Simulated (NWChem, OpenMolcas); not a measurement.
How methods differ on GeTe (SMILES [Ge][Te])

GeTe has 2 atoms, charge 0, and is taken as a singlet. As SMILES, `[Ge][Te]`. The bond length is the measured one.

| atom | x (Å) | y (Å) | z (Å) |
| --- | --- | --- | --- |
| Ge | 0.0000 | 0.0000 | 0.0000 |
| Te | 0.0000 | 0.0000 | 2.3402 |

Quantity: the electronic atomisation energy, in eV. The values are calculated. Electronic energies at fixed atoms, without zero-point motion or spin-orbit coupling.

| level | kind | program | value (eV) | less CCSD(T)/def2-TZVP | CPU time (all runs) |
| --- | --- | --- | --- | --- | --- |
| HF/def2-TZVP (core potential) | Hartree–Fock | OpenMolcas | 2.12 | -2.22 | 17 s |
| SVWN5/def2-TZVP (core potential) | LDA | OpenMolcas | 5.57 | +1.23 | 28 s |
| BLYP/def2-TZVP (core potential) | GGA | NWChem | 4.57 | +0.23 | 66 s |
| r2SCAN/def2-TZVP (core potential) | meta-GGA | OpenMolcas | 4.49 | +0.15 | 73 s |
| B3LYP/def2-TZVP (core potential) | global hybrid | OpenMolcas | 4.39 | +0.05 | 32 s |
| PBE0/def2-TZVP (core potential) | global hybrid | NWChem | 4.38 | +0.04 | 53 s |
| CAM-B3LYP/def2-TZVP (core potential) | range-separated hybrid | NWChem | 4.17 | -0.17 | 99 s |
| B2PLYP/def2-TZVP (core potential) | double hybrid | NWChem | 4.48 | +0.14 | 39 s |
| CCSD(T)/def2-TZVP (core potential) | coupled cluster or CI | NWChem | 4.34 | 0.00 | 4.8 min |

CCSD(T)/def2-TZVP (core potential) is the highest level here, not the true value. The values span 2.12 to 5.57 eV. In the correlated wave-function rows the outer d shell of Ge, Te is correlated, in sets not made for it. CPU times are rough (shared hosts, several kinds of processor): they show what a rung costs within a factor of a few.
